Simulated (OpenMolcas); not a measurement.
# Ag2+: moving or changing the point charges

Ag2+ among 4 point charges of -1.5 e arranged as a tetrahedron (Td), 2 Å from the ion.
```
   1.1547    1.1547    1.1547  -1.50
   1.1547   -1.1547   -1.1547  -1.50
  -1.1547    1.1547   -1.1547  -1.50
  -1.1547   -1.1547    1.1547  -1.50
```

- Program: OpenMolcas
- Method: CASSCF
- Basis: ANO-RCC-VTZP [7s6p4d2f1g]
- Scalar Hamiltonian: DKH2, point nucleus
- Active space: 9 electrons in 5 orbitals (4d)
- State averaging: 2S+1 = 2 even, 5 roots
- Spin-orbit coupling: RASSI with atomic mean-field integrals over the reference wave functions

Runs around this geometry, states (labels of Td). Energies in cm-1 above the lowest state or level, χT in cm3 K/mol; under a threefold ground state the first gap can be a small split of the lowest multiplet, not the spin-orbit step; 10Dq is the gap between the two states; 10Dq is negative for this site.

```json
{"R (Å)": "2", "q (e)": "-1.2", "Ground state": "2T2", "First state of that spin": "2E 1673", "10Dq": "-1673", "First gap with spin-orbit (degeneracies)": "845.8 (2, 4)", "χT at 300 K": "0.973"}
{"R (Å)": "1.82", "q (e)": "-1.5", "Ground state": "2T2", "First state of that spin": "2E 2852", "10Dq": "-2852", "First gap with spin-orbit (degeneracies)": "1235 (2, 4)", "χT at 300 K": "0.781"}
{"R (Å)": "2", "q (e)": "-1.5", "Ground state": "2T2", "First state of that spin": "2E 1980", "10Dq": "-1980", "First gap with spin-orbit (degeneracies)": "961.2 (2, 4)", "χT at 300 K": "0.904"}
{"R (Å)": "2.1", "q (e)": "-1.5", "Ground state": "2T2", "First state of that spin": "2E 1623", "10Dq": "-1623", "First gap with spin-orbit (degeneracies)": "823.3 (2, 4)", "χT at 300 K": "0.986"}
```

Taking |10Dq| as R^-n, n = -ln(1623 / 2852) / ln(2.1 / 1.82) = 3.9 between the shortest and longest distance. The point-charge formula for a cubic d site gives n = 5.

Scaling the charges by -1.2 / -1.5 = 0.80 scales |10Dq| by 1673 / 1980 = 0.84; with fixed orbitals a first-order splitting would follow the charge.

An orbital triplet at a regular site is open to Jahn-Teller coupling, which can distort the site and quench the lowest spin-orbit gaps and is left out. The ground term spreads over less than 5000 cm-1, several times less than with real ligands, so orbital moments are less quenched and χT lies further from the spin-only value than at real sites. This is an electrostatic model: the charges have no orbitals. No measured value stands beside these numbers.
